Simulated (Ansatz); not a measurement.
Cd7S7⁻, a nanocrystal cut from zinc blende CdS (bare). The state is a doublet with charge -1. Geometry PBE-D4/def2-SVP, that of the neutral singlet; atoms count from 1.

| atom | x (Å) | y (Å) | z (Å) |
| --- | --- | --- | --- |
| Cd1 | -3.411 | -0.848 | -0.914 |
| Cd2 | 2.748 | -2.343 | -0.028 |
| Cd3 | -0.187 | -1.980 | -1.875 |
| Cd4 | 0.615 | -0.969 | 1.928 |
| Cd5 | 0.602 | 2.657 | 0.222 |
| Cd6 | -2.902 | 2.134 | 0.456 |
| Cd7 | 3.273 | 0.718 | 1.338 |
| S8 | -2.454 | -2.205 | -2.603 |
| S9 | -4.594 | 0.482 | 0.655 |
| S10 | 2.093 | -2.871 | -2.177 |
| S11 | 3.043 | -1.555 | 2.308 |
| S12 | -1.405 | 3.956 | 0.231 |
| S13 | 3.062 | 2.794 | 0.350 |
| S14 | -0.482 | 0.030 | 0.110 |

In the def2 sets Cd takes a core potential; there is no spin–orbit coupling. Single mean-field runs in def2-TZVP are fitted with def2-universal-jkfit.

**Question.** Estimate the Mulliken populations from the PBE0/def2-TZVP orbitals of Ansatz.

**Answer.** 
```tsv
atom	charge (e)	spin (α − β)	d electrons
Cd1	0.60	0.00	9.98
Cd2	0.52	0.05	9.98
Cd3	0.63	0.01	10.00
Cd4	0.28	0.67	9.98
Cd5	0.63	0.01	10.00
Cd6	0.60	0.00	9.98
Cd7	0.52	0.05	9.98
S8	-0.70	0.01	–
S9	-0.68	0.00	–
S10	-0.66	0.02	–
S11	-0.54	0.05	–
S12	-0.70	0.01	–
S13	-0.66	0.02	–
S14	-0.85	0.11	–
```
Mulliken values depend strongly on the basis.

**Question.** Where does the spin sit?

**Answer.** Summed by element: Cd 0.79, S 0.21, of 1 unpaired in all. Largest on single atoms: Cd4 0.67, S14 0.11, S11 0.05.

**Question.** And the Mayer bond orders between heavy atoms (over 0.3)?

**Answer.** Cd1–S8 0.95 (2.37 Å); Cd1–S9 0.91 (2.37 Å); Cd2–S10 1.12 (2.31 Å); Cd2–S11 0.73 (2.48 Å); Cd3–S8 0.90 (2.39 Å); Cd3–S10 0.74 (2.47 Å); Cd3–S14 0.33 (2.84 Å); Cd4–S11 0.47 (2.53 Å); Cd4–S14 0.78 (2.35 Å); Cd5–S12 0.90 (2.39 Å); Cd5–S13 0.74 (2.47 Å); Cd5–S14 0.33 (2.84 Å); Cd6–S9 0.91 (2.37 Å); Cd6–S12 0.95 (2.37 Å); Cd7–S11 0.73 (2.48 Å); Cd7–S13 1.12 (2.31 Å).
